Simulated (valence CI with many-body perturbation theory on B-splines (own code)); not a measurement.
## Basis-set convergence for Pt38+

Calculated by relativistic CI+MBPT: four valence electrons over a frozen Dirac-Fock core [Kr], a basis of 7 s, 7 p, 8 d, 6 f, 4 g, 1 h functions for each j, with the one-electron correlation potential Σ1 (screened to all orders), the two-electron term Σ2, the three-electron term Σ3, Breit, model QED; selected single and double excitations, second order for the rest, scaled by the run's own slope (own B-spline code, finite nucleus).

The last digits are not significant, and no measured levels were compared; by estimate large intervals hold to a few tenths of a per cent, small ones and those within an open d or f shell to about a per cent. Only levels of the ground parity were solved; by the run's estimate the other parity begins above the list, which can be wrong where configurations are misplaced.

The reference run has the lowest level (4d3/2^4) J=0 and an ionisation energy of 1764.86 eV. Its largest variational space holds 18626 state functions.

Levels are named by their leading jj configuration (3d3/2^4 stands for four electrons in 3d with j = 3/2), which in mixed levels can hold well under half, so a name can repeat and another be missing. Letters in brackets count levels of one name in rising energy.

Changed runs:
A. basis 6 s, 6 p, 5 d, 5 f, 1 g
B. basis 5 s, 5 p, 4 d, 4 f

Excitation energies of the reference run in cm⁻¹, and shifts in cm⁻¹:

```csv
Level,Reference,A,B
(4d3/2^3 4d5/2) J=1,163026,-241,-510
(4d3/2^3 4d5/2) J=4,206239,-25,+252
(4d3/2^3 4d5/2) J=2,210944,-143,+142
(4d3/2^3 4d5/2) J=3,222655,-88,+343
(4d3/2^2 4d5/2^2) J=0 [a],356636,-239,-535
(4d3/2^2 4d5/2^2) J=2 [a],360138,-225,-95
(4d3/2^2 4d5/2^2) J=4 [a],368048,-237,-268
(4d3/2^2 4d5/2^2) J=3 [a],372226,-269,-184
(4d3/2^2 4d5/2^2) J=5,388586,-134,+203
(4d3/2^2 4d5/2^2) J=1,400570,-135,+374
(4d3/2^2 4d5/2^2) J=6,400835,-54,+446
(4d3/2^2 4d5/2^2) J=3 [b],413742,-76,+717
Ionisation energy (eV),1764.86,-0.07,-0.15
```
